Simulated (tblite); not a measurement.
A geometry optimisation, step by step.

Compound: C4H13B2NO.
SMILES with atom numbers: `[BH2:1][NH:2][BH:3][O:4][C:5]([CH3:6])([CH3:7])[CH3:8]` (hydrogens: H9, H10 on B1; H11 on N2; H12 on B3; H13, H14, H15 on C6; H16, H17, H18 on C7; H19, H20, H21 on C8)

Computed with GFN2-xTB (tblite), gas phase: L-BFGS steps from a force-field or distance-geometry start until the largest atomic force falls under 0.01 eV/Å. 7 of its 156 geometries are shown.

Step 0: E = -671.0403 eV, largest atomic force 3.912 eV/Å
```
atom  x, y, z in Å  |  force x, y, z in eV/Å
B1      3.713    0.759   -0.133    0.086  -2.189   0.499
N2      2.605   -0.105    0.409    0.147   1.635  -1.802
B3      1.305    0.235   -0.302   -0.886  -1.628   2.712
O4      0.214    0.625    0.585    3.652  -0.642  -1.246
C5     -1.006    0.060    0.324   -2.213   0.603  -0.997
C6     -1.050   -1.453    0.350   -0.047  -1.225   0.661
C7     -2.012    0.478    1.396    0.521  -0.793   1.245
C8     -1.494    0.645   -0.991   -0.770   1.153  -1.020
H9      3.853    0.865   -1.308   -0.463   0.722   0.243
H10     4.690    0.839    0.527   -0.234   0.204   0.041
H11     2.801   -1.113    0.324   -0.076   1.013   0.360
H12     1.119   -0.384   -1.305   -0.128   0.581   0.061
H13    -0.845   -1.927   -0.613    0.381   0.142   0.296
H14    -2.050   -1.840    0.669    0.716   0.460  -0.321
H15    -0.341   -1.750    1.154   -0.242  -0.202  -0.803
H16    -2.992    0.093    1.093    0.181   0.519   0.267
H17    -1.670   -0.113    2.298   -0.655   1.030  -0.479
H18    -2.001    1.553    1.596   -0.116  -0.418  -0.021
H19    -2.500    0.272   -1.287    0.841   0.081   0.073
H20    -0.746    0.521   -1.804   -0.789  -0.098   0.504
H21    -1.604    1.755   -0.827    0.093  -0.950  -0.273
```

Step 26: E = -673.5978 eV, largest atomic force 0.338 eV/Å
```
atom  x, y, z in Å  |  force x, y, z in eV/Å
B1      3.792    0.668   -0.207    0.048  -0.205  -0.180
N2      2.643    0.068    0.301   -0.016   0.123  -0.217
B3      1.345    0.006   -0.310   -0.159   0.092  -0.075
O4      0.327    0.189    0.534   -0.176  -0.100  -0.071
C5     -1.050   -0.070    0.283   -0.013  -0.031   0.102
C6     -1.211   -1.594    0.224   -0.014   0.020  -0.045
C7     -1.828    0.515    1.464   -0.048   0.066   0.072
C8     -1.562    0.598   -0.998    0.046  -0.059   0.101
H9      3.667    1.320   -1.185    0.185  -0.223   0.162
H10     4.828    0.442    0.298   -0.021   0.255   0.071
H11     2.617   -0.308    1.235    0.296   0.046   0.157
H12     1.256   -0.232   -1.466   -0.013   0.139   0.089
H13    -0.831   -1.964   -0.725   -0.066  -0.033  -0.066
H14    -2.255   -1.874    0.343    0.043  -0.052  -0.047
H15    -0.616   -2.053    1.012   -0.135   0.035   0.058
H16    -2.890    0.345    1.326   -0.076  -0.048   0.029
H17    -1.516    0.086    2.410    0.058  -0.139  -0.003
H18    -1.656    1.585    1.514    0.039   0.099   0.020
H19    -2.559    0.229   -1.225    0.030   0.008  -0.026
H20    -0.900    0.389   -1.832   -0.046  -0.012  -0.025
H21    -1.612    1.673   -0.844    0.040   0.018  -0.108
```

Step 52: E = -673.8346 eV, largest atomic force 0.093 eV/Å
```
atom  x, y, z in Å  |  force x, y, z in eV/Å
B1      3.875    0.598   -0.248    0.005  -0.001  -0.038
N2      2.634    0.295    0.314   -0.002   0.008  -0.021
B3      1.348    0.192   -0.318   -0.010   0.039   0.024
O4      0.331    0.008    0.532   -0.020  -0.081  -0.041
C5     -1.060   -0.160    0.287    0.055   0.030  -0.023
C6     -1.368   -1.659    0.186    0.024   0.028  -0.004
C7     -1.766    0.442    1.509   -0.007  -0.015  -0.012
C8     -1.534    0.545   -0.984   -0.005   0.015  -0.012
H9      3.940    0.747   -1.408    0.010   0.006   0.007
H10     4.824    0.704    0.435   -0.050  -0.033   0.007
H11     2.588    0.164    1.316    0.023   0.029   0.002
H12     1.272    0.300   -1.489    0.018  -0.036   0.063
H13    -0.916   -2.081   -0.709    0.034   0.024  -0.003
H14    -2.442   -1.814    0.145   -0.021  -0.014  -0.015
H15    -0.974   -2.182    1.052    0.042  -0.015   0.050
H16    -2.842    0.327    1.418   -0.027   0.016   0.010
H17    -1.429   -0.057    2.413   -0.003  -0.014   0.016
H18    -1.524    1.499    1.590   -0.018  -0.009   0.002
H19    -2.584    0.319   -1.147   -0.032   0.049  -0.012
H20    -0.968    0.207   -1.846   -0.031  -0.036  -0.004
H21    -1.411    1.622   -0.893    0.017   0.010   0.004
```

Step 78: E = -673.8534 eV, largest atomic force 0.027 eV/Å
```
atom  x, y, z in Å  |  force x, y, z in eV/Å
B1      3.873    0.570   -0.265   -0.013  -0.003  -0.010
N2      2.623    0.353    0.315   -0.007   0.004   0.001
B3      1.333    0.217   -0.301    0.009   0.002   0.000
O4      0.318    0.048    0.554    0.017  -0.007  -0.001
C5     -1.065   -0.151    0.292    0.014   0.011  -0.002
C6     -1.321   -1.657    0.173    0.003   0.005  -0.004
C7     -1.802    0.413    1.513   -0.004   0.001  -0.002
C8     -1.537    0.562   -0.978    0.003   0.010  -0.006
H9      3.948    0.667   -1.428   -0.007  -0.007  -0.025
H10     4.824    0.650    0.417   -0.002   0.003   0.013
H11     2.586    0.283    1.324   -0.006  -0.003   0.015
H12     1.248    0.266   -1.472    0.004  -0.014  -0.006
H13    -0.794   -2.060   -0.688    0.004   0.006  -0.003
H14    -2.385   -1.847    0.062    0.001  -0.017  -0.012
H15    -0.962   -2.166    1.065   -0.004  -0.007   0.008
H16    -2.876    0.291    1.401   -0.005  -0.005   0.007
H17    -1.477   -0.106    2.410   -0.004   0.015   0.008
H18    -1.574    1.470    1.625   -0.013  -0.001  -0.002
H19    -2.622    0.519   -1.039    0.018   0.002   0.000
H20    -1.120    0.091   -1.863   -0.001   0.008   0.008
H21    -1.224    1.604   -0.961   -0.009  -0.004   0.012
```

Step 103: E = -673.8614 eV, largest atomic force 0.067 eV/Å
```
atom  x, y, z in Å  |  force x, y, z in eV/Å
B1      3.853    0.525   -0.309    0.033  -0.011   0.019
N2      2.621    0.373    0.329   -0.018  -0.011   0.045
B3      1.330    0.161   -0.256   -0.003  -0.022  -0.050
O4      0.307    0.111    0.607   -0.026   0.012   0.016
C5     -1.065   -0.127    0.311    0.004   0.027  -0.010
C6     -1.271   -1.635    0.136    0.008   0.014   0.008
C7     -1.849    0.388    1.524   -0.006  -0.004  -0.011
C8     -1.524    0.621   -0.944    0.008   0.001  -0.001
H9      3.890    0.465   -1.478    0.012   0.010   0.018
H10     4.820    0.705    0.331   -0.020  -0.005  -0.014
H11     2.599    0.421    1.340    0.022   0.033  -0.054
H12     1.240    0.048   -1.423    0.015  -0.007  -0.009
H13    -0.624   -2.000   -0.658   -0.009  -0.013  -0.019
H14    -2.305   -1.851   -0.119   -0.004   0.007   0.001
H15    -1.015   -2.158    1.054    0.001  -0.001   0.010
H16    -2.900    0.125    1.434    0.004   0.006   0.020
H17    -1.447   -0.049    2.434   -0.017  -0.006   0.008
H18    -1.756    1.470    1.589   -0.007  -0.024   0.023
H19    -2.608    0.606   -1.006   -0.001  -0.009  -0.001
H20    -1.118    0.165   -1.842    0.010  -0.011  -0.001
H21    -1.187    1.654   -0.900   -0.008   0.016   0.002
```

Step 129: E = -673.8751 eV, largest atomic force 0.082 eV/Å
```
atom  x, y, z in Å  |  force x, y, z in eV/Å
B1      3.875    0.462   -0.300    0.036  -0.014   0.002
N2      2.606    0.458    0.284    0.020   0.012   0.031
B3      1.338    0.065   -0.256   -0.020  -0.018  -0.024
O4      0.296    0.217    0.576    0.016  -0.001  -0.029
C5     -1.068   -0.088    0.309   -0.017   0.009  -0.006
C6     -1.241   -1.593    0.079   -0.008   0.004   0.023
C7     -1.847    0.354    1.555    0.003  -0.015  -0.005
C8     -1.568    0.681   -0.917   -0.008   0.018   0.006
H9      3.999    0.119   -1.415   -0.051   0.003   0.064
H10     4.802    0.805    0.336   -0.057   0.000  -0.035
H11     2.536    0.778    1.243    0.022  -0.013  -0.045
H12     1.276   -0.360   -1.354    0.027   0.029   0.028
H13    -0.621   -1.909   -0.756   -0.049  -0.020   0.027
H14    -2.283   -1.819   -0.139    0.054  -0.007  -0.007
H15    -0.941   -2.150    0.965    0.022   0.021  -0.012
H16    -2.901    0.105    1.454    0.020   0.011  -0.004
H17    -1.446   -0.149    2.431   -0.011  -0.005   0.023
H18    -1.746    1.428    1.700    0.000  -0.047  -0.024
H19    -2.632    0.505   -1.052   -0.007   0.010  -0.023
H20    -1.040    0.361   -1.811   -0.007   0.009   0.021
H21    -1.403    1.747   -0.779    0.016   0.013  -0.009
```

Step 155: E = -673.8799 eV, largest atomic force 0.010 eV/Å
```
atom  x, y, z in Å  |  force x, y, z in eV/Å
B1      3.868    0.437   -0.293    0.002   0.002  -0.006
N2      2.601    0.475    0.291    0.001   0.005  -0.006
B3      1.339    0.060   -0.245   -0.001  -0.002  -0.001
O4      0.288    0.242    0.568    0.003   0.001   0.003
C5     -1.072   -0.080    0.302    0.000  -0.003   0.002
C6     -1.222   -1.587    0.075    0.000  -0.002  -0.002
C7     -1.855    0.341    1.551   -0.003  -0.002   0.003
C8     -1.575    0.698   -0.918    0.001   0.002   0.000
H9      3.977    0.008   -1.377   -0.001  -0.001   0.004
H10     4.794    0.835    0.306    0.002  -0.004   0.002
H11     2.529    0.851    1.228    0.003   0.000  -0.003
H12     1.294   -0.400   -1.328    0.002   0.003   0.008
H13    -0.662   -1.893   -0.805   -0.004   0.000   0.002
H14    -2.269   -1.844   -0.064    0.001   0.003  -0.003
H15    -0.837   -2.131    0.934    0.001  -0.001  -0.004
H16    -2.912    0.124    1.429   -0.005  -0.002  -0.006
H17    -1.480   -0.196    2.418   -0.001   0.000   0.010
H18    -1.729    1.406    1.727    0.001   0.002  -0.004
H19    -2.634    0.508   -1.072    0.007   0.003  -0.001
H20    -1.029    0.399   -1.809   -0.001  -0.004   0.004
H21    -1.425    1.764   -0.764   -0.007   0.000  -0.001
```

**Question.** Summarise the path.

**Answer.** The energy falls by 2.8396 eV from step 0 to step 155; nine tenths of that is first reached at step 26. It falls at every step. The largest force goes from 3.912 to 0.010 eV/Å. Among the bonds B3–O4 changes most, from 1.459 to 1.341 Å; the atoms move by 0.622 Å rms after alignment.

**Question.** Follow the three bonds and two angles with the largest change from start to end.

**Answer.** 
| step | E above end (eV) | largest force (eV/Å) | B3–O4 (Å) | B1–N2 (Å) | N2–B3 (Å) | B1–N2–B3 (°) | B3–O4–C5 (°) |
| --- | --- | --- | --- | --- | --- | --- | --- |
| 0 | 2.8396 | 3.912 | 1.459 | 1.506 | 1.521 | 109.4 | 116.1 |
| 7 | 1.2793 | 1.380 | 1.345 | 1.420 | 1.480 | 135.4 | 119.2 |
| 13 | 0.6032 | 0.796 | 1.349 | 1.387 | 1.456 | 130.0 | 121.7 |
| 20 | 0.3896 | 0.362 | 1.338 | 1.387 | 1.445 | 129.0 | 124.1 |
| 27 | 0.2619 | 0.385 | 1.336 | 1.393 | 1.436 | 127.2 | 127.6 |
| 34 | 0.1233 | 0.249 | 1.332 | 1.395 | 1.441 | 127.1 | 131.4 |
| 40 | 0.0750 | 0.304 | 1.334 | 1.396 | 1.437 | 128.5 | 132.0 |
| 47 | 0.0507 | 0.078 | 1.335 | 1.396 | 1.435 | 128.9 | 130.9 |
| 54 | 0.0426 | 0.093 | 1.340 | 1.397 | 1.437 | 130.2 | 130.1 |
| 61 | 0.0352 | 0.071 | 1.339 | 1.395 | 1.436 | 130.2 | 130.4 |
| 67 | 0.0307 | 0.063 | 1.338 | 1.395 | 1.434 | 130.1 | 129.7 |
| 74 | 0.0271 | 0.029 | 1.338 | 1.395 | 1.435 | 129.8 | 129.5 |
| 81 | 0.0259 | 0.030 | 1.339 | 1.396 | 1.436 | 129.7 | 129.6 |
| 88 | 0.0246 | 0.037 | 1.339 | 1.396 | 1.435 | 129.6 | 129.2 |
| 94 | 0.0218 | 0.058 | 1.338 | 1.395 | 1.433 | 129.0 | 128.4 |
| 101 | 0.0194 | 0.042 | 1.339 | 1.395 | 1.433 | 128.8 | 127.6 |
| 108 | 0.0161 | 0.043 | 1.341 | 1.396 | 1.434 | 129.0 | 127.3 |
| 115 | 0.0147 | 0.035 | 1.340 | 1.396 | 1.434 | 129.0 | 127.2 |
| 121 | 0.0105 | 0.075 | 1.342 | 1.396 | 1.434 | 129.4 | 127.0 |
| 128 | 0.0053 | 0.064 | 1.342 | 1.396 | 1.432 | 130.4 | 127.1 |
| 135 | 0.0019 | 0.035 | 1.341 | 1.396 | 1.433 | 130.1 | 127.2 |
| 142 | 0.0011 | 0.014 | 1.340 | 1.396 | 1.433 | 129.8 | 127.5 |
| 148 | 0.0006 | 0.027 | 1.340 | 1.395 | 1.433 | 129.7 | 127.4 |
| 155 | 0.0000 | 0.010 | 1.341 | 1.396 | 1.433 | 129.4 | 127.2 |

What follows is the cost of the whole relaxation. Time: 1.1 s wall. Hardware: one thread of an Arm Neoverse V1, shared host with 32 logical CPUs at a one-minute load of 5.8.
